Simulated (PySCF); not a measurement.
A side-by-side comparison of computed properties.

First species: C6H11N3S.
InChI=1S/C6H11N3S/c1-5(2)9-6(10-3)4-7-8-9/h4-5H,1-3H3

Second species: C4H5F3O2.
SMILES: `CCOC(=O)C(F)(F)F`

Levels: PBE0/pcSseg-1 for dipole moment, HOMO energy, LUMO energy and HOMO–LUMO gap; GFN2-xTB for rotational constant A and rotational constant C. Geometries: GFN2-xTB. Each species is one conformer at its optimised geometry, gas phase, non-relativistic unless stated. Electronic properties by PySCF.

The conformers computed, where there is a choice (atom-mapped SMILES and torsion angles):
- `[CH3:1][S:2][c:3]1[cH:4][n:5][n:6][n:7]1[CH:8]([CH3:9])[CH3:10]`: C1–S2–C3–C4 0°, N6–N7–C8–C9 -61°
- `[CH3:1][CH2:2][O:3][C:4](=[O:5])[C:6]([F:7])([F:8])[F:9]`: C1–C2–O3–C4 81°, C2–O3–C4–O5 1°, O3–C4–C6–F7 166°

| property | column X | column Y |
| --- | --- | --- |
| dipole moment | 4.18 D | 3.43 D |
| HOMO energy | -6.45 eV | -8.95 eV |
| LUMO energy | 0.18 eV | -0.81 eV |
| HOMO–LUMO gap | 6.63 eV | 8.14 eV |
| rotational constant A | 1.762 GHz | 3.165 GHz |
| rotational constant C | 0.677 GHz | 0.935 GHz |

Q: Which column belongs to which species?

A: Column X is the first species and column Y the second. The first has 21 atoms and 84 electrons, the second 14 and 72.

Q: How does each property change from the first species to the second?

A: dipole moment -0.75 D; HOMO energy -2.50 eV; LUMO energy -0.99 eV; HOMO–LUMO gap +1.51 eV; rotational constant A +1.403 GHz; rotational constant C +0.258 GHz.

On the first: The dipole equals about 14.0 × 10⁻³⁰ C·m (1 D = 3.33564 × 10⁻³⁰ C·m).

On the second: In atomic units the dipole is 1.35 e·bohr (1 au = 2.5417 D).
